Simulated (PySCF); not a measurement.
Cl₃H₃SiSn. Atoms are numbered in the order given.

```xyz
8

Si     0.0000     0.0000     2.5827
Sn     0.0000     0.0000     0.0092
Cl     1.8785     1.0845    -0.8957
Cl    -1.8785     1.0845    -0.8957
Cl     0.0000    -2.1691    -0.8957
H      1.2317    -0.7111     3.0208
H     -1.2317    -0.7111     3.0208
H      0.0000     1.4222     3.0208
```
Charge 0, spin multiplicity 1.

Geometry: r2SCAN-D4/def2-SVP. The structure was generated by enumeration; whether it is a known compound was not checked. The def2 effective core potentials stand for the cores of Sn; spin–orbit coupling is left out.

The numbers are results of PBE0/def2-TZVP (PySCF), not measurements.

Isolated molecule, no solvent.

| Item | Value |
|---|---|
| total energy | -1885.82413 hartree |
| point group | C3v |
| highest occupied level | -8.72 eV |
| lowest empty level | -2.47 eV |
| orbital gap | 6.26 eV |
| dipole moment | 4.17 D |
| quadrupole, principal values (traceless, Buckingham form, about the centre of nuclear charge) | -4.63, -4.63, 9.27 D·Å |
| mean static polarisability | 106.8 bohr³ (15.83 Å³) |
| polarisability, principal values | 101.7, 101.7, 117.1 bohr³ |
